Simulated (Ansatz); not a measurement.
`BCB(O)F`. Total charge 0; spin multiplicity 1.

```xyz
10

B     1.163    0.406   -0.679
C    -0.350    0.102   -0.714
B    -0.680   -0.696    0.613
O    -0.667   -0.158    1.853
F    -0.982   -1.987    0.547
H     1.579    1.300    0.006
H     1.953   -0.267   -1.274
H    -0.667   -0.497   -1.568
H    -0.934    1.028   -0.654
H    -0.415    0.768    1.870
```

Task: List the harmonic frequencies (cm⁻¹, unscaled) at PBE0-D4/def2-TZVP in Ansatz. (Estimate.)

Result: Computed: 25, 150, 213, 360, 467, 563, 593, 690, 761, 918, 948, 998, 1039, 1085, 1119, 1253, 1312, 1442, 1450, 2567, 2651, 3050, 3140, 3906.

Task: Is this a minimum?

Result: Yes, all 24 modes are real.

Task: Give the ideal-gas thermochemistry at 298.15 K and 1 bar (rigid rotor, harmonic oscillator; point group C1, symmetry number 1).

Result: Zero-point energy 183.6 kJ/mol; H(298) − E = 202.7 kJ/mol; entropy 332.4 J/(mol·K), of which translation 162.5, rotation 107.5, vibration 62.4; G(298) − E = 103.6 kJ/mol. Modes under 100 cm⁻¹ are hindered rotations or soft bends, so the harmonic entropy is rough.
